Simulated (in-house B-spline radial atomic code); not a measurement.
Ionisation energies along the 44-electron series, configuration [Kr] 4d8, as differences of self-consistent energies. Dirac energy differences include first-order Breit, QED and recoil terms. NIST's values go from ground level to ground level; the uncertainty of those that are theory runs from under 0.1 % in few-electron ions to several per cent in heavy many-electron ones. Computed with a radial B-spline atomic code at the basis-set limit: Dirac-Hartree-Fock, average of the configuration, finite nuclei.

```tsv
ion	configuration after	ionisation energy (eV)	IE/(q+1)² (eV)	Breit and QED recoil part (eV)	tabulated value (eV)	tabulated kind	computed minus tabulated (eV)
Xe10+	[Kr] 4d7	230.1	1.9014	-0.023388	229.02	semi-empirical	1.1
Cs11+	[Kr] 4d7	263.4	1.829	-0.03385	261	tabulated theory	2.4
Ba12+	[Kr] 4d7	298.5	1.7663	-0.045797	296	tabulated theory	2.5
La13+	[Kr] 4d7	335.4	1.7115	-0.059293	332	tabulated theory	3.4
Ce14+	[Kr] 4d7	374.2	1.6631	-0.074389	371	tabulated theory	3.2
Pr15+	[Kr] 4d7	414.7	1.62	-0.091142	412	tabulated theory	2.7
Nd16+	[Kr] 4d7	457.0	1.5815	-0.10961	453	tabulated theory	4.0
Pm17+	[Kr] 4d7	501.1	1.5468	-0.12985	497	tabulated theory	4.1
Sm18+	[Kr] 4d7	547.0	1.5153	-0.15191	543	tabulated theory	4.0
Eu19+	[Kr] 4d7	594.7	1.4867	-0.17589	590	tabulated theory	4.7
Gd20+	[Kr] 4d7	?	?	?	?	tabulated theory	?
Tb21+	[Kr] 4d7	?	?	?	?	tabulated theory	?
Dy22+	[Kr] 4d7	748.2	1.4144	-0.25979	743	tabulated theory	5.2
Ho23+	[Kr] 4d7	802.9	1.394	-0.29197	797	tabulated theory	5.9
Er24+	[Kr] 4d7	?	?	?	?	tabulated theory	?
Tm25+	[Kr] 4d7	917.6	1.3574	-0.36302	911	tabulated theory	6.6
Yb26+	[Kr] 4d7	977.6	1.341	-0.40201	971	tabulated theory	6.6
Lu27+	[Kr] 4d7	1039.4	1.3257	-0.44341	1032	tabulated theory	7.4
```

**Question.** Fill in the row of Gd20+.

**Answer.** ionisation energy (eV): 644.1; IE/(q+1)² (eV): 1.4605; Breit and QED recoil part (eV): -0.20181; tabulated value (eV): 639; computed minus tabulated (eV): 5.1.

**Question.** Fill in the row of Tb21+.

**Answer.** ionisation energy (eV): 695.3; IE/(q+1)² (eV): 1.4365; Breit and QED recoil part (eV): -0.22976; tabulated value (eV): 690; computed minus tabulated (eV): 5.3.

**Question.** Fill in the row of Er24+.

**Answer.** ionisation energy (eV): 859.4; IE/(q+1)² (eV): 1.375; Breit and QED recoil part (eV): -0.32636; tabulated value (eV): 853; computed minus tabulated (eV): 6.4.

Where a p, d or f electron is removed, the computed value is a mean over both j, so it misses the tabulated one by a part of the spin-orbit splitting; averaging over terms and missing correlation add to the gap, relatively most at low charge.
